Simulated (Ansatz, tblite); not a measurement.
Adding an electron: the cluster ZrCu4⁺ (the lowest doublet isomer of a short search). The state is a doublet with charge 1. Geometry: PBE-D4/def2-SVP. Ansatz, gas phase; energy differences of separate SCF runs; the reduced species is a triplet (the singlet lies 0.19 eV higher at PBE0-D4/def2-TZVP).

```xyz
5

Zr    0.3534   -1.3940   -0.4896
Cu    1.4214    0.8597   -1.0616
Cu    0.6973    0.4476    1.2257
Cu   -0.9969    0.7334   -0.8111
Cu   -1.4752   -0.6467    1.1365
```

In the def2 sets Zr takes a core potential; there is no spin–orbit coupling. The xTB rows come from tblite. The order of the spin states hangs on the level: the quartet lies 0.16 eV below the doublet at PBE0-D4/def2-TZVP, but 0.12 eV above it at PBE-D4/def2-TZVP. The structure comes from a short search, and lower isomers may exist.

| level | −HOMO (eV) | −LUMO (eV) | vertical EA (eV) | HOMO–LUMO gap (eV) | remarks |
| --- | --- | --- | --- | --- | --- |
| GFN1-xTB | – | – | 12.16 | – | – |
| GFN2-xTB | – | – | 9.06 | – | – |
| PBE-D4/def2-TZVP | 8.59 | 8.01 | 5.89 | 0.58 | – |
| r2SCAN-D4/def2-TZVP | 8.55 | 7.68 | 5.86 | 0.87 | spin-contaminated (⟨S²⟩ 0.91) (+1 doublet) |
| PBE0-D4/def2-TZVP | 9.11 | 6.94 | 5.75 | 2.17 | spin-contaminated (⟨S²⟩ 0.94) (+1 doublet) |

  HOMO and LUMO are the levels of the spin that leaves or enters (xTB has no such levels and no spin-polarisation term). Other spin states of the ions may lie lower, which would lower the ionisation energy or raise the affinity. Raw xTB energy differences between charge states are shifted by several eV; the methods need an empirical correction for them.
